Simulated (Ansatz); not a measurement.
Reaction (SMILES): O[Si]([SiH3])([SiH3])[SiH3] -> O[Si]([SiH3])[SiH3] + [SiH3] (SiH3) (the Si-Si bond at the site shown breaks; other sites are not compared here)
Geometries: B3LYP-D3(BJ)/def2-TZVP minima from Ansatz (a first-principles code), one conformer each, not searched for the lowest.
Geometry of the first species:
```xyz
15

O     -0.2888    -0.1770     2.0109
Si    -0.0599    -0.0316     0.3602
Si     2.2573    -0.0171     0.0097
Si    -0.9936     1.9605    -0.4772
Si    -1.0209    -1.8310    -0.8148
H     -1.1926    -0.1995     2.3369
H      2.8793    -1.2764     0.4850
H      2.8966     1.1295     0.6992
H      2.4967     0.1112    -1.4498
H     -2.4470     2.0198    -0.1721
H     -0.3460     3.1569     0.1152
H     -0.8227     2.0047    -1.9509
H     -0.8487    -1.6165    -2.2734
H     -0.3911    -3.1223    -0.4440
H     -2.4753    -1.9226    -0.5232
```

Quantity: bond dissociation energy (electronic energy difference), in eV. Cores are frozen in the correlated levels unless marked. Open shells are spin-unrestricted. No spin-orbit coupling. No relativistic terms. CBS marks a two-point X^-3 extrapolation of the correlation energy; Hartree-Fock from the larger set. The bracket is a focal-point correction in the basis named.

| level | program | bond dissociation energy (eV) | minus last row |
|---|---|---|---|
| SVWN5/def2-TZVPD | Ansatz | 3.44 | 0.19 |
| PBE0/def2-QZVPP | Ansatz | 3.01 | -0.24 |
| r2SCANh/def2-TZVPD | Ansatz | 2.94 | -0.31 |
| r2SCAN0/def2-TZVPD | Ansatz | 2.95 | -0.30 |
| CAM-B3LYP-D4/def2-TZVPD | Ansatz + dftd4 | 3.08 | -0.17 |
| RPA@PBE/cc-pV(Q+d)Z | Ansatz | 3.04 | -0.21 |
| MP2/cc-pV(D+d)Z | Ansatz | 3.05 | -0.20 |
| MP2/aug-cc-pV(T+d)Z | Ansatz | 3.22 | -0.03 |
| MP2/CBS(cc-pV(T+d)Z,cc-pV(Q+d)Z) | Ansatz | 3.31 | 0.06 |
| SCS-MP2/aug-cc-pV(D+d)Z | Ansatz | 3.08 | -0.17 |
| SCS-MP2/aug-cc-pV(T+d)Z | Ansatz | 3.22 | -0.03 |
| CCSD(T)/6-31G | Ansatz | 2.57 | -0.68 |
| RI-MP2/CBS(aug-cc-pV(T+d)Z,aug-cc-pV(Q+d)Z)+[CCSD(T)-MP2]/aug-cc-pV(D+d)Z | Ansatz | 3.25 | 0.00 |
| RI-MP2/CBS(aug-cc-pV(T+d)Z,aug-cc-pV(Q+d)Z)+[CCSD(T)-MP2]/aug-cc-pV(T+d)Z | Ansatz | 3.25 | 0.00 |
| CCSD(T)/CBS(cc-pV(T+d)Z,cc-pV(Q+d)Z) | Ansatz | 3.25 | 0.00 |
